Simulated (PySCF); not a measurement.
Ge(H)2(Cl)(OMe) (CH5ClGeO), SMILES C[O][GeH2][Cl].

Geometry: PBE-D3(BJ)/def2-SVP. This is a generated structure with no PubChem entry under its InChIKey; it may be hypothetical. One conformer was computed; it need not be the lowest.

All values below come from PBE-D3(BJ)/def2-SVP (PySCF).

Frequencies are harmonic and unscaled.

Computed vibrational spectrum:
| mode | ν (cm⁻¹) | IR (km/mol) | moving atoms (share of kinetic energy) |
|---|---|---|---|
| 1 | 78 | 3.5 | C 33 %, Cl 27 %, H 22 %, Ge 11 % |
| 2 | 120 | 0.4 | H 94 % |
| 3 | 177 | 7.7 | O 42 %, H 23 %, C 19 %, Cl 11 % |
| 4 | 258 | 6.8 | O 42 %, H 19 %, C 17 %, Ge 16 % |
| 5 | 404 | 49.5 | Cl 67 %, Ge 32 % |
| 6 | 527 | 31.6 | H 83 %, Ge 9 % |
| 7 | 618 | 41.1 | O 43 %, H 30 %, Ge 16 %, C 11 % |
| 8 | 649 | 19.4 | H 73 %, O 22 % |
| 9 | 762 | 128.6 | H 95 % |
| 10 | 810 | 83.3 | H 98 % |
| 11 | 1085 | 164.1 | O 51 %, C 42 % |
| 12 | 1131 | 0.9 | H 76 %, C 19 % |
| 13 | 1153 | 6.2 | H 71 %, C 20 %, O 9 % |
| 14 | 1413 | 5.4 | H 90 %, C 9 % |
| 15 | 1416 | 4.4 | H 96 % |
| 16 | 1426 | 14.7 | H 95 % |
| 17 | 2074 | 87.1 | H 99 % |
| 18 | 2138 | 82.5 | H 99 % |
| 19 | 2911 | 68.9 | H 97 % |
| 20 | 2986 | 34.6 | H 91 %, C 9 % |
| 21 | 3042 | 21.9 | H 91 %, C 9 % |
